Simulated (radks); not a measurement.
Spherical quantum dot in the effective-mass picture: electrons in a hard-walled sphere of radius 1.81, all in effective atomic units (hartree* = m*/eps^2 hartree, bohr* = eps/m* bohr), one dielectric constant everywhere. Calculated with a radial shooting solver with Libxc functionals: non-relativistic Kohn-Sham, LDA (Slater exchange, Perdew-Wang correlation), spin-polarised, spherical densities. Levels are named by radial order and angular momentum (1s, 1p, 1d, 2s, ...), and open shells are averaged over m. Each electron was tried in the lowest free levels, single moves between levels near the top were tried too, and the lowest total energy was kept; such a search can miss a lower state. At N = 1 the Hartree and exchange-correlation terms need not cancel, so that row can carry a self-interaction error.

\begin{tabular}{lrrrrr}
N & open shells & 2S & addition energy mu(N+1) - mu(N) (hartree*) & e(HOMO) (hartree*) & rms radius (bohr*) \\ \hline
1 & 1s(up 1, down 0) & 1 & 0.9087 & 1.8901 & 0.9673 \\
2 & none & 0 & 2.170 & 2.8089 & 0.9896 \\
3 & 1p(up 1, down 0) & 1 & 0.7065 & 4.9714 & 1.048 \\
4 & 1p(up 2, down 0) & 2 & 0.7265 & 5.6911 & 1.079 \\
5 & 1p(up 3, down 0) & 3 & 0.9433 & 6.4227 & 1.100 \\
6 & 1p(up 3, down 1) & 2 & 0.6961 & 7.3435 & 1.116 \\
7 & 1p(up 3, down 2) & 1 & 0.7129 & 8.0504 & 1.129 \\
8 & none & 0 & 2.469 & 8.7680 & 1.140 \\
9 & 1d(up 1, down 0) & 1 & 0.6861 & 11.220 & 1.156 \\
10 & 1d(up 2, down 0) & 2 & 0.6904 & 11.908 & 1.170 \\
11 & 1d(up 3, down 0) & 3 & 0.6931 & 12.600 & 1.181 \\
12 & 1d(up 4, down 0) & 4 & 0.6947 & 13.294 & 1.191 \\
13 & 1d(up 5, down 0) & 5 & 0.8931 & 13.990 & 1.200 \\
14 & 1d(up 5, down 1) & 4 & 0.6775 & 14.873 & 1.208 \\
15 & 1d(up 5, down 2) & 3 & 0.6816 & 15.553 & 1.215 \\
16 & 1d(up 5, down 3) & 2 & 0.6843 & 16.236 & 1.221 \\
17 & 1d(up 5, down 4) & 1 & 0.6860 & 16.921 & 1.227 \\
18 & none & 0 & 2.711 & 17.608 & 1.233 \\
19 & 2s(up 1, down 0) & 1 & 0.7759 & 20.413 & 1.227 \\
20 & 2s(up 1, down 0) 1f(up 1, down 0) & 2 & 0.6462 & 21.126 & 1.234 \\
21 & 1f(up 3, down 0) & 3 & 0.6500 & 21.713 & 1.252 \\
22 & 1f(up 4, down 0) & 4 & 0.6710 & 22.383 & 1.258 \\
23 & 1f(up 5, down 0) & 5 & 0.6715 & 23.055 & 1.263 \\
24 & 1f(up 6, down 0) & 6 & 0.6718 & 23.726 & 1.268 \\
25 & 1f(up 7, down 0) & 7 & 0.8580 & 24.398 & 1.272 \\
26 & 1f(up 7, down 1) & 6 & 0.6622 & 25.251 & 1.277 \\
27 & 1f(up 7, down 2) & 5 & 0.6635 & 25.914 & 1.281 \\
28 & 1f(up 7, down 3) & 4 & - & 26.578 & 1.285 \\
\end{tabular}

All shells are closed at N = 2, 8, 18 (there: 1s2 1p6 1d10); the second difference of the energy has clear peaks (12 % above both neighbours; the first and last values, which can be the largest, are not judged, and half-filled shells can peak too) at N = 2, 5, 8, 13, 18, 25.
